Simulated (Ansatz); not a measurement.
Results of the Gaussian-basis code of Ansatz.

Basis-set series for CH5FGeSe, SMILES `[CH3][GeH]([F])[SeH]`. Total charge 0; spin multiplicity 1. Geometry: relaxed with PBE0-D4/def2-TZVP. It is one conformer, not always the lowest.

| atom | x (Å) | y (Å) | z (Å) |
| --- | --- | --- | --- |
| C1 | -0.750 | -0.511 | 0.829 |
| Ge2 | 0.676 | -0.266 | -0.456 |
| F3 | 0.065 | -0.914 | -1.958 |
| Se4 | 1.247 | 1.980 | -0.779 |
| H5 | -0.437 | -0.149 | 1.809 |
| H6 | -1.631 | 0.043 | 0.506 |
| H7 | -1.000 | -1.571 | 0.895 |
| H8 | 1.981 | -1.027 | -0.181 |
| H9 | -0.151 | 2.416 | -0.665 |

```
functional       basis  functions  energy (Eh)  HOMO (eV)  LUMO (eV)
   PBE0-D4    def2-SVP        117  -4618.23654      -7.17       0.15
   PBE0-D4  def2-TZVPP        228  -4618.96651      -7.30      -0.16
   ωB97M-V    def2-SVP        117  -4618.61229      -9.34       2.21
   ωB97M-V  def2-TZVPP        228  -4619.34626      -9.48       1.75
```

Task: Give the rows for def2-QZVPP. (An estimate is asked.)

Result: The calculation gave: 
```json
{"functional": "PBE0-D4", "basis": "def2-QZVPP", "functions": "442", "energy (Eh)": "-4619.07036", "HOMO (eV)": "-7.32", "LUMO (eV)": "-0.24"}
{"functional": "ωB97M-V", "basis": "def2-QZVPP", "functions": "442", "energy (Eh)": "-4619.44711", "HOMO (eV)": "-9.51", "LUMO (eV)": "1.40"}
```

Positive LUMOs are unbound and depend on the basis. Scalar relativity is left out up to krypton.
